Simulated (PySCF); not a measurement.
A structure optimised at PBE0-D3(BJ)/def2-TZVPD, used in a PySCF frequency run:

```
B
H 1 1.1934
Cl 1 1.7095 2 123.65
```
Charge 0, spin multiplicity 2.

Task: Write its SMILES, formula and point group.

Result: [BH]Cl, BClH, Cs

Task: What are its rotational constants (standard atomic weights)?

Result: 604.18, 17.935, 17.418 GHz
